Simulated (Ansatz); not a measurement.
**Which method gave which barrier?**

Saddle point of GeAsH7S, closed shell (GeH₄S ([SH][GeH3]) + AsH₃ → GeAsH₅ ([GeH3][AsH2]) + H₂S; bonds formed: Ge1–As7, S2–H6; bonds broken: Ge1–S2, H6–As7), PBE0-D4/def2-TZVP structure:

```
10
angstrom
Ge -0.8108 -1.0027 0.3956
S 0.7732 0.4851 1.6835
H -0.5359 -1.8170 -0.8841
H -0.6244 -2.0376 1.5427
H -2.1859 -0.3563 0.5644
H 0.4695 1.0123 0.3215
As -0.2663 0.9790 -1.6245
H 1.8209 -0.1733 1.1623
H 0.2027 2.3773 -1.2163
H 1.1572 0.5333 -1.9451
```

Program: Ansatz 0.2.0. Basis: def2-TZVPP, with def2-QZVPP for the basis limit. Cores are frozen in the correlated methods. Filled d shells of the heavier atoms are correlated. The def2 sets are not built for correlating such inner shells, so the correlated values are less sure here. Extrapolation: Hartree–Fock as exp(−7.88 √X), correlation as X^−2.97. Four methods, as single points on the PBE0-D4 structures, gave these electronic barriers from the start structure: 1.732, 2.220, 2.554, 3.325 eV.

Question: The methods were, in alphabetical order, CCSD(T), HF, PBE0-D4, SPW92. Which gave which? (Judge from chemistry; the calculation decides.)

Answer: By the calculation: SPW92 1.732; PBE0-D4 2.220; CCSD(T) 2.554; HF 3.325 eV. For comparison, CCSD(T) at an estimated basis limit (MP2 extrapolated from triple and quadruple zeta, plus CCSD(T) − MP2 in triple zeta) gives 2.486 eV.

No T1 diagnostic of these runs exceeds 0.014.

Labels in which every atom is bracketed show which atoms are joined, not bond orders.

For scale, one of the runs: CCSD(T)/def2-TZVPP, 236 basis functions, launched by `ansatz run in.yaml --threads 8 --pin off --events-out ev --progress --plain --max-ram 19148MiB`. Hardware: 8 CPU threads of an Arm Neoverse V2, shared host. Wall time 96 s; peak host memory 4.2 GiB.
